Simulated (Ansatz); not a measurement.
Frontier orbitals of C2H3BO2, SMILES `O=C1CBO1`.

```xyz
8

O    -1.046    1.205    1.529
C    -0.563    0.629    0.622
C     0.479   -0.449    0.380
B     0.041   -0.146   -1.104
O    -0.881    0.822   -0.739
H     1.482   -0.168    0.706
H     0.222   -1.412    0.824
H     0.266   -0.480   -2.220
```

Total charge 0; spin multiplicity 1. All single points use the PBE0-D4/def2-TZVP geometry. Basis def2-TZVPP, Ansatz.

Orbital energies of one run (eV). Highest occupied ones, from the top: -6.93, -8.06, -8.82, -9.32, -9.94, -11.11, -11.77, -12.28, -12.97, -14.63, -18.86, -26.34, -28.04, -178.59. Empty: -2.05, -1.36, 0.19, 1.13, 1.38, 1.65.

**Question.** Which functional gave them?
A. revPBE
B. BHLYP
C. B3LYP
D. r2SCAN0

**Answer.** A. HOMO energies: revPBE -6.93, B3LYP -8.32, r2SCAN0 -8.78, BHLYP -10.07 eV.

B3LYP here is the variant with VWN-RPA as its local correlation; programs differ in this.
